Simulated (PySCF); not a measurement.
Gas-phase reaction: 2 ZrCl₂(OH)₂ + 2 Cl₂ + H₂ = 2 ZrCl₄.H₂O + 2 OH

Computed with PySCF and rigid-rotor harmonic-oscillator thermochemistry at 1 bar. † marks an energy on the PBE0/def2-TZVP geometry and frequencies; other levels use their own. Open shells (unrestricted): OH (multiplicity 2, electronic degeneracy 4); the rest are closed-shell singlets. Spin-orbit splitting is ignored; it lowers the true energy and changes the entropy of OH. B3LYP is the form with VWN-RPA correlation. Zr: scalar-relativistic def2 core potential, no spin-orbit coupling. Adducts (ZrCl₄.H₂O) have no counterpoise correction, and HF, PBE, BLYP, B3LYP and PBE0 lack dispersion. ZrCl₂(OH)₂, ZrCl₄.H₂O: computed as isolated molecules; such fragments, hydroxides, amides, oligomers or adducts are transient or little studied in the gas. The harmonic model lacks anharmonicity and excited electronic states, which grow with temperature; levels with a mode under 35 cm⁻¹ are left out. Soft modes under 120 cm⁻¹ make the harmonic entropy rough for ZrCl₂(OH)₂, ZrCl₄.H₂O.

```
level               ΔE electronic, kJ  ΔH°(298 K), kJ  ΔS°(298 K), J/K  ΔG°(2000 K), kJ
------------------  -----------------  --------------  ---------------  ---------------
B3LYP/def2-TZVP†                   13              37             -106              249
HF/def2-TZVP†                    -236            -211             -106                0
M06-2X/def2-TZVP†                 -32              -8             -106              204
PBE/def2-SVP                       -5              17             -100              215
PBE/def2-TZVP†                     41              65             -106              277
PBE0/def2-TZVP                    -26              -1             -106              210
r2SCAN/def2-TZVP†                 -48             -24             -106              188
LDA/def2-TZVP†                     88             112             -106              324
ωB97M-V/def2-TZVP†                -18               6             -106              218
ωB97X-V/def2-TZVP†                -16               8             -106              220
```
ΔH° is lowest at HF/def2-TZVP† and highest at LDA/def2-TZVP†. No reference value is set beside these.
